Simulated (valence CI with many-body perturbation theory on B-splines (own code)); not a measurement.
Level structure of Cu XXV

Calculated by valence CI with perturbative core correlation (CI+MBPT): three valence electrons over a frozen Dirac-Fock core [He], a basis of 11 s, 11 p, 10 d, 8 f, 5 g, 2 h functions for each j, with the one-electron correlation potential Σ1, the two-electron term Σ2, the three-electron term Σ3, Breit, model QED; selected CI, second order for the rest, scaled by the run's own slope (own B-spline code, finite nucleus).

No measured levels were compared; by estimate levels of excited configurations hold to 0.05 to 0.15 % of their energy, terms of the ground configuration to about 0.5 %.

Levels 46 to 90 of 206, with energies above the lowest level, 2s2 2p 2P°_1/2. "Leading %" is the weight of the configuration and term that name the level; weights of strongly mixed levels are sums over their largest components and can fall short. In the jj column 3d3/2^4 stands for four electrons in 3d with j = 3/2.

```csv
No.,Configuration,Term,J,E (eV),Leading %,Second component,Leading jj
46,2s 2p 3p,2S,1/2,1407.9,78,12 % 2s 2p 3p 2P,2s 2p3/2 3p3/2 (87 %)
47,2s 2p 3d,2D°,3/2,1408.8,57,16 % 2s 2p 3d 2P°,2s 2p1/2 3d5/2 (32 %)
48,2s 2p 3d,2F°,5/2,1410.3,50,26 % 2s 2p 3d 2D°,2s 2p1/2 3d5/2 (60 %)
49,2s 2p 3d,4F°,9/2,1415.4,100,,2s 2p3/2 3d5/2 (100 %)
50,2s 2p 3d,4D°,7/2,1419.0,72,26 % 2s 2p 3d 4F°,2s 2p3/2 3d5/2 (56 %)
51,2s 2p 3d,4D°,5/2,1420.0,54,22 % 2s 2p 3d 4P°,2s 2p3/2 3d3/2 (84 %)
52,2s 2p 3d,4P°,3/2,1421.2,63,32 % 2s 2p 3d 4D°,2s 2p3/2 3d3/2 (88 %)
53,2s 2p 3d,4P°,1/2,1421.8,90,8 % 2s 2p 3d 4D°,2s 2p3/2 3d3/2 (96 %)
54,2s 2p 3d,2D°,5/2,1425.0,41,33 % 2s 2p 3d 2F°,2s 2p3/2 3d5/2 (84 %)
55,2s 2p 3d,2P°,3/2,1430.0,66,21 % 2s 2p 3d 2D°,2s 2p3/2 3d5/2 (78 %)
56,2s 2p 3p,2P,1/2,1430.2,73,10 % 2p2 3s 2P,2s 2p3/2 3p1/2 (65 %)
57,2s 2p 3p,2D,3/2,1431.2,69,23 % 2s 2p 3p 2P,2s 2p3/2 3p1/2 (82 %)
58,2s 2p 3d,2F°,7/2,1433.3,96,,2s 2p3/2 3d3/2 (51 %)
59,2p2 3s,4P,1/2,1435.2,62,13 % 2s 2p 3p 2S,2p1/2^2 3s (68 %)
60,2s 2p 3p,2D,5/2,1435.4,90,,2s 2p3/2 3p3/2 (76 %)
61,2s 2p 3d,2P°,1/2,1436.0,92,5 % 2s 2p 3d 4D°,2s 2p3/2 3d5/2 (93 %)
62,2s 2p 3p,2P,3/2,1437.4,61,27 % 2s 2p 3p 2D,2s 2p3/2 3p3/2 (79 %)
63,2s 2p 3p,2S,1/2,1443.3,70,15 % 2p2 3s 4P,2s 2p3/2 3p3/2 (67 %)
64,2p2 3s,4P,3/2,1450.0,93,4 % 2p2 3s 2P,2p1/2 2p3/2 3s (94 %)
65,2p2 3p,4D°,1/2,1454.7,51,20 % 2p2 3p 2P°,2p1/2^2 3p1/2 (85 %)
66,2p2 3s,4P,5/2,1457.3,69,27 % 2p2 3s 2D,2p1/2 2p3/2 3s (81 %)
67,2p2 3s,2P,1/2,1457.9,74,12 % 2p2 3s 4P,2p1/2 2p3/2 3s (82 %)
68,2s 2p 3d,2F°,7/2,1458.1,92,,2s 2p3/2 3d5/2 (78 %)
69,2s 2p 3d,2F°,5/2,1458.2,86,5 % 2s 2p 3d 2D°,2s 2p3/2 3d3/2 (82 %)
70,2s 2p 3d,2D°,3/2,1459.5,91,5 % 2s 2p 3d 2P°,2s 2p3/2 3d3/2 (74 %)
71,2s 2p 3d,2D°,5/2,1462.1,88,8 % 2s 2p 3d 2F°,2s 2p3/2 3d5/2 (85 %)
72,2p2 3p,4D°,3/2,1463.3,36,23 % 2s 2p 3d 2P°,2p1/2^2 3p3/2 (58 %)
73,2p2 3s,2D,3/2,1463.7,46,43 % 2p2 3s 2P,2p1/2 2p3/2 3s (89 %)
74,2s 2p 3d,2P°,1/2,1464.0,92,,2s 2p3/2 3d3/2 (78 %)
75,2s 2p 3d,2P°,3/2,1466.4,70,20 % 2p2 3p 4D°,2s 2p3/2 3d5/2 (53 %)
76,2p2 3p,2S°,1/2,1469.0,39,32 % 2p2 3p 4D°,2p1/2 2p3/2 3p1/2 (92 %)
77,2p2 3p,2D°,3/2,1473.0,35,32 % 2p2 3p 4D°,2p1/2 2p3/2 3p1/2 (83 %)
78,2p2 3p,4D°,5/2,1476.6,83,8 % 2p2 3p 2F°,2p1/2 2p3/2 3p3/2 (55 %)
79,2p2 3p,4P°,5/2,1478.5,46,43 % 2p2 3p 2D°,2p1/2 2p3/2 3p3/2 (49 %)
80,2p2 3p,4P°,1/2,1479.2,56,23 % 2p2 3p 2S°,2p1/2 2p3/2 3p3/2 (88 %)
81,2p2 3d,4F,3/2,1481.7,59,13 % 2p2 3d 4D,2p1/2^2 3d3/2 (85 %)
82,2p2 3p,2D°,3/2,1481.8,53,31 % 2p2 3p 4P°,2p1/2 2p3/2 3p3/2 (95 %)
83,2p2 3s,2D,5/2,1482.0,67,29 % 2p2 3s 4P,2p3/2^2 3s (83 %)
84,2p2 3p,4D°,7/2,1484.2,69,28 % 2p2 3p 2F°,2p1/2 2p3/2 3p3/2 (83 %)
85,2p2 3s,2D,3/2,1485.6,48,42 % 2p2 3s 2P,2p3/2^2 3s (91 %)
86,2p2 3d,4F,5/2,1486.4,43,27 % 2p2 3d 4D,2p1/2^2 3d5/2 (76 %)
87,2p2 3p,4S°,3/2,1488.8,63,28 % 2p2 3p 2P°,2p1/2 2p3/2 3p1/2 (48 %)
88,2p2 3p,2P°,3/2,1490.4,62,17 % 2p2 3p 2D°,2p1/2 2p3/2 3p3/2 (48 %)
89,2p2 3p,2F°,5/2,1492.3,36,28 % 2p2 3p 4P°,2p1/2 2p3/2 3p3/2 (67 %)
90,2p2 3d,2P,3/2,1497.4,43,31 % 2p2 3d 4F,2p1/2 2p3/2 3d3/2 (92 %)
```

Names give the largest LS component (configuration and term), which can be under half, so a name can repeat, a term be missing and a line seem to break the LS rules; names also repeat where a configuration has a term twice.
